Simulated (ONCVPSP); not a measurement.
**W ONCV: all-electron and pseudo phase curves**

* Element: tungsten (W)
* Generator: ONCVPSP 4.0.1
* Type: optimised norm-conserving Vanderbilt (ONCV)
* Functional: PBEsol
* Relativity: scalar-relativistic
* Frozen core: [Kr] 4d10 4f14
* Valence charge: 14
* Reference configuration: 5s2 5p6 5d4 6s1 6p1
* Partial waves: 5s+6s: rc 1.80 bohr, ncon 3, nbas 6, qcut 7.6 1/bohr, 3 projectors, debl 3.9 Ha; 5p+6p: rc 1.95 bohr, ncon 4, nbas 7, qcut 6.9 1/bohr, 2 projectors; 5d: rc 1.80 bohr, ncon 3, nbas 8, qcut 6 1/bohr, 2 projectors, debl 3.9 Ha
* Local potential: polynomial inside 1.60 bohr (lpopt 5, dvloc0 2 Ha)
* Core correction: Teter function, fcfact 5.5, rcfact 1

The phase is arctan(r·R′/R) of the radial function R(r), unwrapped; energies in Ha, scanned from -4 to 5 Ha. A pole is an energy at which the radial function vanishes at the test radius. The pseudo phase is shifted by a multiple of π to meet the all-electron one at the reference energy, and phase errors are pseudo minus all-electron; the curves can meet again beyond the range given. Levels narrower than the energy grid can be missing from the lists of poles.

**Question.** For each channel, where are the poles, and over which energies does the pseudopotential scatter like the atom?

**Answer.**

```tsv
channel	radius (bohr)	reference energy (Ha)	poles, all-electron	poles, pseudo	unbroken range about the reference energy with phases within 0.05 rad	phase error 1 Ha above the reference energy (rad)
s	1.83	-0.25	-2.69	-2.69	the whole range	+0.000
p	1.98	-0.08	-1.29	-1.29	the whole range	-0.001
d	1.83	-0.22	1.22	1.22	the whole range	-0.000
```

Phases in the d channel:

```tsv
E (Ha)	all-electron	pseudo
-3.98	1.306	1.306
-3.50	1.279	1.278
-3.02	1.241	1.241
-2.54	1.186	1.186
-2.06	1.099	1.099
-1.58	0.935	0.935
-1.10	0.548	0.548
-0.62	-0.363	-0.363
-0.14	-1.078	-1.078
0.34	-1.357	-1.357
0.82	-1.495	-1.495
1.30	-1.585	-1.585
1.78	-1.658	-1.658
2.26	-1.732	-1.732
2.74	-1.824	-1.824
3.22	-1.971	-1.971
3.70	-2.279	-2.279
4.18	-3.067	-3.067
4.66	-3.936	-3.936
```
